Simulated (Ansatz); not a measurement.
A nudged elastic band was laid between two geometries of CH3NOSi (7 atoms, charge 0, multiplicity 1).

The calculation used Ansatz, UKS PBE-D4/def2-SVP.

```json
{
 "movable images": "7",
 "climbing image": "yes",
 "spring": "5.0 eV/Å²",
 "optimiser": "quadratic models (default)",
 "start path": "through a guess of the saddle point",
 "force threshold": "0.03 eV/Å",
 "iteration limit": "60",
 "end points": "relaxed"
}
```

Initial state:

```xyz
7
Properties=species:S:1:pos:R:3
N -1.104 -1.596 -0.416
C -0.316 -0.674 -0.062
O 0.768 -0.732 0.771
Si 0.572 0.930 0.188
H -1.825 -1.234 -1.056
H 0.215 1.909 1.264
H 1.691 1.397 -0.690
```

Final state:

```xyz
7
Properties=species:S:1:pos:R:3
N -1.176 -1.332 -0.204
C -0.392 -0.342 -0.082
O 0.876 -0.532 0.396
Si 2.108 0.624 0.643
H -2.080 -1.002 -0.576
H -0.601 0.730 -0.324
H 1.264 1.854 0.146
```

Q: Which bonds break or form, and what moves?

A: Bonds broken: C2–Si4, Si4–H6. Bonds formed: C2–H6.

Q: Give the energies along the band, and the barrier.

A: The run converged. The highest image is number 2 of 0 to 8, 95.3 kJ/mol above the first end and 99.8 kJ/mol above the last; the last end lies 4.5 kJ/mol below the first. The profile has 2 maxima (images 2, 4) with wells between them (image 3): this band takes more than one step, which may be the mechanism or a detour left from its start path. A vibrational analysis at the climbing image gives one clearly imaginary mode, 514i cm⁻¹: a first-order saddle point. The orbitals stay closed-shell, which can raise the energy where a bond breaks towards radicals; this wasn't checked here.

```csv
image,path coordinate (Å),energy (kJ/mol),C2–Si4 (Å),Si4–H6 (Å),C2–H6 (Å)
0,0.00,0.0,1.85,1.50,2.95
1,0.59,33.1,1.81,1.48,2.72
2,1.18,95.3,2.04,1.50,2.47
3,1.88,71.9,2.69,1.56,2.46
4,2.58,74.2,2.74,1.56,2.33
5,3.28,70.8,2.30,1.69,1.44
6,3.97,48.6,2.52,2.40,1.13
7,4.67,1.2,2.75,2.86,1.12
8,5.37,-4.5,2.78,2.88,1.12
```

Q: What is the geometry of the highest image?

A: 
```xyz
7
Properties=species:S:1:pos:R:3
N -1.014 -1.392 -0.454
C -0.135 -0.645 0.047
O 0.872 -0.791 0.854
Si 0.976 1.006 0.515
H -1.671 -0.899 -1.074
H -0.289 1.596 1.065
H 1.261 1.125 -0.953
```

Run time: 6.4 min on 2 threads of Intel(R) Xeon(R) Platinum 8259CL CPU @ 2.50GHz (Skylake/Cascade Lake), with other jobs on the host, peak memory 0.21 GiB.
